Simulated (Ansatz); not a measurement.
A nudged elastic band was laid between two geometries of BCl2H2N + ClH (8 atoms, charge 0, multiplicity 1).

Theory: Ansatz, RKS r2SCAN-D4/def2-SVP.

```yaml
movable_images: 5
climbing_image: yes
spring: 5.0 eV/Å²
optimiser: quadratic models (default)
start_path: through a guess of the saddle point
force_threshold: 0.05 eV/Å
iteration_limit: 60
end_points: relaxed
```

Image 0:

```xyz
8
Properties=species:S:1:pos:R:3
B 0.033 -0.321 0.196
N 0.002 -0.182 1.594
H -0.815 -0.446 2.136
H 0.853 -0.077 2.136
Cl 1.542 -0.063 -0.673
Cl -1.445 -0.723 -0.674
Cl -0.712 3.047 1.175
H -0.437 1.801 1.436
```

Image 6:

```xyz
8
Properties=species:S:1:pos:R:3
B -0.099 0.574 0.168
N -0.148 0.164 1.743
H -0.193 -0.855 1.842
H 0.691 0.505 2.222
Cl 1.455 -0.176 -0.457
Cl -1.620 -0.162 -0.548
Cl -0.091 2.409 0.167
H -0.973 0.576 2.189
```

Problem. What changes between the two ends?

Solution. Bonds broken: Cl7–H8. Bonds formed: B1–Cl7, N2–H8. BCl2H2N + ClH becomes BCl3H3N.

Problem. What energy profile does the band end with?

Solution. The forces met the threshold. The highest image is number 2 of 0 to 6, 0.63 eV above the first end and 1.27 eV above the last; the last end lies 0.64 eV below the first. A vibrational analysis at the climbing image gives one clearly imaginary mode, 886i cm⁻¹: a first-order saddle point. The orbitals stay closed-shell, which can raise the energy where a bond breaks towards radicals; this wasn't checked here.

```
image  path coordinate (Å)  energy (eV)  Cl7–H8 (Å)  B1–Cl7 (Å)  N2–H8 (Å)
    0                 0.00         0.00        1.30        3.59       2.04
    1                 0.58         0.10        1.32        3.06       1.82
    2                 1.17         0.63        1.57        2.53       1.29
    3                 1.75        -0.18        1.99        2.01       1.05
    4                 2.34        -0.57        2.57        1.84       1.02
    5                 2.92        -0.61        2.70        1.84       1.02
    6                 3.50        -0.64        2.87        1.84       1.02
```

Problem. What is the geometry of the highest image?

Solution. 
```xyz
8
Properties=species:S:1:pos:R:3
B -0.059 0.082 0.210
N -0.061 0.089 1.717
H -0.798 -0.462 2.159
H 0.846 -0.079 2.154
Cl 1.506 0.089 -0.591
Cl -1.498 -0.545 -0.583
Cl -0.577 2.520 0.627
H -0.338 1.342 1.633
```

Problem. What are the harmonic wavenumbers there?

Solution. 886i, 124, 148, 267, 275, 351, 473, 504, 596, 821, 825, 1116, 1145, 1276, 1447, 1569, 3510, 3619 cm⁻¹.

The band took 15 iterations and about 6 core-minutes.

Time of the run: 100 s on 4 threads of Intel(R) Xeon(R) CPU @ 2.60GHz (Ice Lake), on a shared host, peak memory 0.19 GiB.
